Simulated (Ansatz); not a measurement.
Geometry optimisation, Ansatz, RKS BHLYP-D4/def2-SVP.

The input (input.yaml):

```yaml
crystal:
  periodic: [false, false, false]
  atoms:
    - { symbol: Sn, position_ang: [0.392221, 0.417489, -0.399273] }
    - { symbol: C, position_ang: [-0.017837, 0.1144, 2.941071] }
    - { symbol: H, position_ang: [-1.013507, -0.197186, 2.627716] }
    - { symbol: H, position_ang: [0.707159, -0.660469, 2.690931] }
    - { symbol: H, position_ang: [-0.019486, 0.241819, 4.026645] }
    - { symbol: H, position_ang: [1.569089, -0.327191, -1.389023] }
    - { symbol: H, position_ang: [-0.812103, 1.152764, -1.354573] }
    - { symbol: H, position_ang: [-0.292183, -0.759208, 0.591609] }
    - { symbol: S, position_ang: [1.498937, 2.349002, 0.595839] }
    - { symbol: H, position_ang: [2.46316, 1.651706, 1.21743] }
    - { symbol: H, position_ang: [0.247852, 1.078275, 2.488927] }
basis:
  gaussian: { orbitals: def2-SVP }
hamiltonian:
  xc: { name: BHLYP }
  dispersion: d4
relax:
  f_tol: 0.03
  max_steps: 50
output:
  orbitals: {}
```

Command:

```bash
$ ansatz run input.yaml --threads 2 --pin off --max-ram 3072MiB --backend cpu --events-out ev --progress --plain --runs-dir out
```

Task: Where does it end, and by what steps?

Result: The forces met the threshold. The force dipped under the threshold on the way, but the program's further checks kept it going. After 11 steps the energy has fallen by 0.278 eV; H4 moved furthest, 0.55 Å.

```tsv
step	energy less start (eV)	largest force component (eV/Å)	accepted
0	0.0000	0.816	yes
1	-0.1732	0.232	yes
2	-0.2284	0.521	yes
3	-0.2585	0.194	yes
4	-0.2700	0.129	yes
5	-0.2749	0.076	yes
6	-0.2763	0.013	yes
7	-0.2771	0.039	yes
8	-0.2774	0.037	yes
9	-0.2775	0.030	yes
10	-0.2773	0.038	no
11	-0.2775	0.013	yes
```

```xyz
11
Properties=species:S:1:pos:R:3
Sn 0.486 0.501 -0.889
C -0.077 0.065 3.407
H -1.084 -0.239 3.116
H 0.614 -0.762 3.228
H -0.067 0.320 4.469
H 1.703 -0.200 -1.855
H -0.717 1.238 -1.838
H -0.176 -0.661 0.166
S 1.452 2.320 0.402
H 2.363 1.548 1.014
H 0.227 0.931 2.818
```

Whether the end is a true minimum wasn't checked by a vibrational analysis.

The run took 32 s on 2 threads of Arm Neoverse V2 (shared host), peak memory 0.22 GiB.
